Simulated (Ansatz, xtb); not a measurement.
System: CCl$_{2}$F, net charge -1, singlet state. It need not be the lowest isomer of its formula. Whether it binds its extra electron was not tested at this geometry. 
Coordinates optimised at B3LYP-D3(BJ)/def2-TZVP (Ansatz, a quantum-chemistry and plane-wave program):
```
C
F 1 1.3631
Cl 1 2.0072 2 101.14
Cl 1 2.0072 2 101.14 3 -104.60
```
Charge -1, spin multiplicity 1.

Harmonic wavenumbers from GFN2-xTB (xtb, at its own minimum), cm⁻¹: 234, 304, 397, 570, 595, 886.

Question: Give the harmonic wavenumbers at B3LYP-D3(BJ)/def2-TZVP (Ansatz, finite differences of forces, unscaled).

Answer: 181, 230, 323, 480, 551, 952 cm⁻¹. Zero-point energy 3.9 kcal/mol.

Question: From these and the geometry, give the ideal-gas thermochemistry at 298.15 K and 1 atm (rigid rotor, harmonic oscillator).

Answer: Point group Cs, rotational symmetry number 1. Rotational constants 6.544, 2.837, 2.077 GHz. S(trans) 39.77, S(rot) 26.52, S(vib) 6.86, S(elec, spin only) 0.00, S 73.2 cal/(mol K). H(298) - H(0) 3.61 kcal/mol; G - E(el) -14.3 kcal/mol.
